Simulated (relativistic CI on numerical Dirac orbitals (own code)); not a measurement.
**Crystal-field levels of Pt6+, 5d4**

Calculated by Dirac-Coulomb-Breit CI, separate exchange-only KLI orbitals for each configuration, model QED (radiative potential, 1s self-energy scaled to tabulated hydrogen-like ionisation energies), one configuration in a parametric crystal field, unscaled Slater integrals (own radial code). With so little scaling, terms lie 10 to 35 % too far apart, which can change the order of excited levels.

Field parameters in Wybourne normalisation: Oh B⁴₀ = 21Dq, B⁴₄ = √(5/14) B⁴₀. The field is a parameter set, without covalency.

S is read from ⟨S²⟩ = S(S + 1).

Levels (cm⁻¹, degeneracy): 0 (1), 6777 (3), 10791 (2), 12046 (3), 13918 (1), 18416 (3), 19510 (1), 20241 (2), 20781 (3), 25878 (1), 26604 (3), 27315 (3).

Q: Which field gives this pattern?
A. Oh, 10Dq = 25950 cm⁻¹
B. Oh, 10Dq = 10000 cm⁻¹
C. Oh, 10Dq = 18000 cm⁻¹
D. Oh, 10Dq = 41950 cm⁻¹

A: C. Oh, 10Dq = 18000 cm⁻¹, ground level with S = 1.47.
